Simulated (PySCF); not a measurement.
## Assignment exercise: C₅H₁₃NSi₂

Structure with atom numbers: `[CH3:1][NH:2][C@@H:3]1[CH:4]=[CH:5][CH2:6][SiH2:7][SiH2:8]1` (H(Xn): hydrogen on atom n). Ha(C6), Ha(Si7), Ha(Si8) are cis to N2 on the ring; Hb(C6), Hb(Si7), Hb(Si8) are trans to N2 on the ring.

[PySCF: shielding tensors at PBE0/pcSseg-1 (GIAO); coordinates at the GFN2-xTB level; a single conformation; no relativistic terms; averaged over atoms made equivalent by symmetry, fast rotation or ring inversion; no solvent]

Scale: TMS for 13C (σref 186.93) and 1H (σref 31.72) (reference shieldings calculated alike).

Question: Assign these signals to the numbered atoms. 13C{1H} NMR (computed): δ 141.0 (CH), 132.4 (CH), 53.9 (CH), 39.6 (CH3), 12.0 (CH2).

Answer: 
```tsv
δ (ppm)	atoms	environment	reason
141.0	C4	alkene CH	as expected for a trigonal carbon in a double bond
132.4	C5	alkene CH	–
53.9	C3	allylic sp3 CH bonded to N and Si	deshielded by the electronegative neighbour
39.6	C1	methyl carbon bonded to N	pulled downfield by the heteroatom
12.0	C6	allylic sp3 CH2 bonded to Si	–
```

Question: Assign these signals to the numbered atoms. 1H NMR (600 MHz, computed): δ 6.07 (m, 1H), 5.93 (m, 1H), 4.18 (m, 1H), 3.95 (m, 1H), 3.69 (m, 1H), 3.49 (m, 1H), 2.87 (m, 1H), 2.77 (s, 3H), 2.09 (m, 1H), 1.23 (m, 1H), 0.63 (br s, 1H).

Answer: 
| δ (ppm) | atoms | environment | reason |
| --- | --- | --- | --- |
| 6.07 | H(C5) | hydrogen on an alkene CH | olefinic region |
| 5.93 | H(C4) | hydrogen on an alkene CH | – |
| 4.18 | Hb(Si8) | hydrogen on a silicon bonded to C, Si, in a 6-membered ring | – |
| 3.95 | Hb(Si7) | hydrogen on a silicon bonded to C, Si, in a 6-membered ring | – |
| 3.69 | Ha(Si7) | hydrogen on a silicon bonded to C, Si, in a 6-membered ring | – |
| 3.49 | Ha(Si8) | hydrogen on a silicon bonded to C, Si, in a 6-membered ring | – |
| 2.87 | H(C3) | hydrogen on an allylic sp3 CH bonded to N and Si | its carbon carries N, which withdraws density |
| 2.77 | H(C1) | hydrogen on a methyl carbon bonded to N | its carbon carries N, an electronegative neighbour |
| 2.09 | Ha(C6) | hydrogen on an allylic sp3 CH2 bonded to Si | allylic position |
| 1.23 | Hb(C6) | hydrogen on an allylic sp3 CH2 bonded to Si | – |
| 0.63 | H(N2) | hydrogen on an amine nitrogen | exchangeable, gas-phase position |

H(C3) and H(C1) lie closer than the usual error of such a calculation, so a measured spectrum could show them in the other order.

OH/NH shifts are gas-phase values; hydrogen bonding in solution moves them, usually downfield. Shifts are as computed. Against solution values, carbons near 30 ppm lie about +3 ppm off and those near 130 ppm about +5 ppm. Of 1309 compounds with measured shifts, 239 miss one by over three times the rms of a fit or turn the order of signals round; such compounds aren't used in these exercises. Multiplicities follow the n + 1 count of equivalent neighbours, as no J values were calculated; m marks all less simple cases, F and P coupling included.
